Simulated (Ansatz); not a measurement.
A nudged elastic band was laid between two geometries of H$_{4}$OSn (6 atoms, charge 0, multiplicity 1).

Theory: Ansatz, RKS B3LYP/def2-SVP.

| Property | Result |
| --- | --- |
| movable images | 7 |
| climbing image | yes |
| spring | 0.1 eV/Å² |
| optimiser | quadratic models (default) |
| start path | through a guess of the saddle point |
| force threshold | 0.03 eV/Å |
| iteration limit | 60 |
| end points | relaxed |

First end point:

```xyz
6
Properties=species:S:1:pos:R:3
Sn 0.351 -0.017 0.032
O 0.763 -0.124 1.989
H -0.037 -0.172 2.530
H 1.908 0.052 -0.675
H -0.572 1.405 -0.280
H -0.522 -1.425 -0.446
```

Last end point:

```xyz
6
Properties=species:S:1:pos:R:3
Sn 0.082 0.494 -0.870
O 1.242 0.102 1.267
H 0.521 -0.044 1.898
H 1.740 -0.729 1.253
H -1.202 1.096 0.235
H -0.495 -1.200 -0.632
```

Which bonds break or form, and what moves?

Bonds broken: Sn1–H4. Bonds formed: O2–H4.

Give the energies along the band, and the barrier.

The run converged. The highest image is number 4 of 0 to 8, 188.6 kJ/mol above the first end and 192.1 kJ/mol above the last; the last end lies 3.5 kJ/mol below the first. Neighbouring images differ by up to 1.6 eV, so the band resolves the path poorly. Another band between the same ends (7 images) ends at a top of the same energy, where a vibrational analysis finds 1 clearly imaginary mode. The orbitals stay closed-shell, which can raise the energy where a bond breaks towards radicals; this wasn't checked here.

```tsv
image	path coordinate (Å)	energy (kJ/mol)	Sn1–H4 (Å)	O2–H4 (Å)
0	0.00	0.0	1.71	2.91
1	0.67	1.3	1.72	3.00
2	1.35	1.0	1.72	2.97
3	2.02	67.2	1.70	2.31
4	2.68	188.6	1.77	1.56
5	3.32	31.5	2.27	0.99
6	3.96	-0.5	2.89	0.97
7	4.59	-2.7	2.97	0.97
8	5.23	-3.5	2.96	0.97
```

What is the geometry of the highest image?


```xyz
6
Properties=species:S:1:pos:R:3:forces:R:3
Sn 0.209 0.026 -0.340 0.00 0.01 0.00
O 0.826 0.219 1.758 0.00 0.01 0.00
H 0.771 -0.634 2.220 0.00 0.00 0.00
H 1.745 -0.035 0.528 -0.01 0.00 0.00
H -0.747 1.445 -0.618 0.00 0.00 0.00
H -0.914 -1.302 -0.398 0.00 0.00 0.00
```

Run time: 2.1 min on 1 thread of Arm Neoverse V2 (shared host), peak memory 0.12 GiB.
